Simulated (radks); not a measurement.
Values are calculated unless marked as measured or tabulated.
Problem. The rhodium ion Rh4+, [Kr] 4d5. Level of theory: non-relativistic Kohn-Sham, exchange-only PBE, spin-polarised, spherical densities, point nucleus (a radial shooting solver on a logarithmic mesh with Libxc functionals). Every spin shell is full or empty, so the densities are truly spherical. Functionals are evaluated on that one density, not self-consistently. Rank these exchange functionals by their error against the exact value of the orbitals, and give that value: LDA, B88, PBEsol, revPBE, AM05, SOGGA, B86b, G96, TPSS, revTPSS, r2SCAN.

Solution. Exact: -132.579 hartree. From best to worst, with 100 (|E| - |E exact|)/|E exact| (equal figures are ties): B88 -0.01, B86b -0.04, r2SCAN -0.10, TPSS -0.27, G96 +0.30, revPBE -0.32, revTPSS -0.93, PBEsol -2.41, SOGGA -2.42, AM05 -4.76, LDA -5.15.
